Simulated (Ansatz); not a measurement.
`N[SiH](S)CCl` from Hartree–Fock to CCSD(T)

```csv
atom,x (Å),y (Å),z (Å)
N1,-0.628,-1.562,-0.118
Si2,0.610,-0.395,0.043
S3,1.182,0.210,2.017
C4,0.021,1.114,-0.916
Cl5,-1.529,1.685,-0.222
H6,-1.583,-1.254,-0.013
H7,-0.504,-2.480,0.277
H8,1.872,-0.928,-0.525
H9,-0.003,0.793,2.274
H10,-0.165,0.878,-1.964
H11,0.728,1.940,-0.852
```

Total charge 0; spin multiplicity 1. All single points use the PBE0-D4/def2-TZVP geometry. It is one conformer, not always the lowest. Frozen core, restricted reference, Ansatz 0.2.0. CBS rows extrapolate triple and quadruple zeta; past MP2 they add the triple-zeta difference.

| basis | HF (Eh) | MP2 corr. | CCSD corr. | (T) | CCSD(T) total |
| --- | --- | --- | --- | --- | --- |
| def2-TZVPP | -1241.92422 | -0.87867 | -0.93902 | -0.04004 | -1242.90328 |
| def2-QZVPP | -1241.96201 | -0.95091 | – | – | – |
| CBS(def2) | -1241.96721 | -1.00441 | -1.06476 | as TZ | -1243.07201 |
